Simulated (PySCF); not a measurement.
Species: C7H12S.
SMILES with atom numbers: `[CH3:1][S:2][C@H:3]1[CH2:4][CH2:5][C:6]12[CH2:7][CH2:8]2` (hydrogens: H9, H10, H11 on C1; H12 on C3; H13, H14 on C4; H15, H16 on C5; H17, H18 on C7; H19, H20 on C8)

All values: wB97X-D/def2-SVPD (PySCF, non-relativistic), on one gas-phase PBE0-D3(BJ)/def2-SVP geometry that isn't relaxed in the solvent. The solvent is an IEF-PCM continuum (van der Waals radii × 1.2). Only the electrostatic response of the medium enters.

Gas phase at wB97X-D/def2-SVPD: HOMO -8.08 eV, LUMO 2.19 eV, dipole 1.63 D.

Problem. What does the continuum do to the energy, the frontier levels and the dipole at wB97X-D/def2-SVPD in dimethylsulfoxide?

Solution. 
```
          solvent      ε  E(solvent) − E(gas) (kcal/mol)  polarisation term (kcal/mol)  distortion of the solute (kcal/mol)  HOMO (eV)  LUMO (eV)  dipole (D)
dimethylsulfoxide  46.83                           -3.62                         -4.33                                 0.71      -8.25       2.20        2.47
```

Polarisation term: ½ Σ q·V over the induced surface charges. Distortion: the rise of the solute's own energy as its density leaves the gas-phase optimum.

Problem. Which radius a makes the point-dipole formula ΔE = −[(ε − 1)/(2ε + 1)]·μ²/a³ give the value in dimethylsulfoxide, with the gas-phase dipole?

Solution. μ = 0.640 au and |ΔE| = 0.00578 Eh give a = 1.72 Å; the farthest nucleus lies 4.06 Å from the centroid of the nuclei, so such a sphere wouldn't even hold the nuclei. The formula assumes a rigid point dipole at the centre of a sphere.

Problem. How does the static polarisability (wB97X-D/def2-SVPD, frozen core, with the continuum's full static response) change?

Solution. 
```json
{"medium": "gas", "isotropic (au)": "100.0", "principal values (au)": "85.9, 97.5, 116.6", "⟨r²⟩ of the electrons (bohr²)": "1272.0"}
{"medium": "dimethylsulfoxide", "isotropic (au)": "139.5", "principal values (au)": "127.7, 138.2, 152.5", "⟨r²⟩ of the electrons (bohr²)": "1270.8"}
```

The isotropic value in dimethylsulfoxide is 1.39 times the gas-phase one; no cavity-field correction is applied. ⟨r²⟩ is taken about the centre of nuclear charge.

Conformer computed: `[CH3:1][S:2][C@H:3]1[CH2:4][CH2:5][C:6]12[CH2:7][CH2:8]2`: C1–S2–C3–C4 84°.

wB97X-D is run here without its empirical dispersion term; that term would change no orbital, density or response property at a fixed geometry.
